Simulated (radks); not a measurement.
Task: All-electron atom: Ba0.1+ in [Kr] 4d10 5s2 5p(1/2: 2, 3/2: 3.9) 6s2 (fractional occupations, a model configuration). Method: Dirac Kohn-Sham, PBE, spin-unpolarised, spherical densities, finite nucleus; Fermi nuclear charge, rms radius 4.8378 fm; computed with a radial shooting solver on a logarithmic mesh with Libxc functionals. Some entries of the table are withheld. Estimate them.

| orbital | occ. | eigenvalue (hartree) | <1/r> (bohr^-1) |
|---|---|---|---|
| 1s1/2 | 2 | -1368.071 | 60.70 |
| 2s1/2 | 2 | -216.1888 | 14.25 |
| 2p1/2 | 2 | -203.6521 | 14.23 |
| 2p3/2 | 4 | -189.6237 | 12.99 |
| 3s1/2 | 2 | (1) | 5.121 |
| 3p1/2 | 2 | (2) | 5.033 |
| 3p3/2 | 4 | (3) | 4.724 |
| 3d3/2 | 4 | -28.45573 | 4.585 |
| 3d5/2 | 6 | -27.87772 | 4.506 |
| 4s1/2 | 2 | -8.98920 | (4) |
| 4p1/2 | 2 | -7.07590 | 1.997 |
| 4p3/2 | 4 | -6.51078 | 1.897 |
| 4d3/2 | 4 | -3.38581 | 1.670 |
| 4d5/2 | 6 | -3.28975 | 1.645 |
| 5s1/2 | 2 | -1.26944 | 0.8082 |
| 5p1/2 | 2 | (5) | (6) |
| 5p3/2 | 3.9 | (7) | (8) |
| 6s1/2 | 2 | -0.13758 | 0.2673 |

Result: 
(1) 3s1/2 eigenvalue (hartree): -45.66486
(2) 3p1/2 eigenvalue (hartree): -40.40192
(3) 3p3/2 eigenvalue (hartree): -37.69031
(4) 4s1/2 <1/r> (bohr^-1): 2.102
(5) 5p1/2 eigenvalue (hartree): -0.77319
(6) 5p1/2 <1/r> (bohr^-1): 0.7056
(7) 5p3/2 eigenvalue (hartree): -0.69653
(8) 5p3/2 <1/r> (bohr^-1): 0.6708
